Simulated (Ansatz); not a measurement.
`C[SiH2][Se][Se]C`, charge 0, multiplicity 1.

(1) Give a relaxed structure at PBE0-D4/def2-TZVP (the Gaussian-basis code of Ansatz). (An estimate is asked.)

Results:

(1) Ansatz gave: 
Z-matrix (Å, degrees):
```
C
Si 1 1.862
H 1 1.092 2 110.0
H 1 1.094 2 110.3 3 119.6
H 1 1.092 2 110.7 3 -120.1
Se 2 2.288 1 112.1 3 58.4
H 2 1.487 1 110.9 3 -62.8
H 2 1.489 1 111.4 3 175.7
Se 6 2.335 2 94.7 1 -64.9
C 9 1.946 6 99.3 2 -87.6
H 10 1.091 9 106.1 6 179.7
H 10 1.087 9 109.9 6 -61.4
H 10 1.088 9 110.0 6 61.0
```
This is one stationary point; other conformers may exist.
